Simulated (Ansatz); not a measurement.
Si3O4⁻. Total charge -1; doublet. Geometry r2SCAN-D4/def2-SVPD; atoms count from 1.

```xyz
7

Si    0.621   -1.006   -0.615
Si    0.195    1.287   -0.286
Si   -1.406   -0.484    1.553
O     0.992   -1.914   -1.831
O    -0.583   -1.522    0.506
O     1.023    2.607   -0.394
O    -0.842    1.032    1.067
```

Another isomer (doublet) lies 0.67 eV lower at PBE0-D4/def2-TZVPD; other spin states weren't run for this one.

Estimate the Mulliken populations from the PBE0/def2-TZVPD orbitals of Ansatz.


| atom | charge (e) | spin (α − β) |
| --- | --- | --- |
| Si1 | 0.37 | 0.36 |
| Si2 | 0.37 | 0.36 |
| Si3 | -0.06 | 0.04 |
| O4 | -0.66 | 0.12 |
| O5 | -0.18 | 0.00 |
| O6 | -0.66 | 0.12 |
| O7 | -0.18 | 0.00 |
Mulliken values depend strongly on the basis. With diffuse functions, as here, like atoms can get unlike values, and bond orders can come out too low or too high.

Where does the spin sit?

Summed by element: Si 0.77, O 0.23, of 1 unpaired in all. Largest on single atoms: Si1 0.36, Si2 0.36, O4 0.12.

And the Mayer bond orders between heavy atoms (over 0.3)?

Si1–Si2 0.96 (2.35 Å); Si1–O4 1.91 (1.56 Å); Si1–O5 0.98 (1.72 Å); Si2–O6 1.91 (1.56 Å); Si2–O7 0.98 (1.72 Å); Si3–O5 0.92 (1.69 Å); Si3–O7 0.92 (1.69 Å).
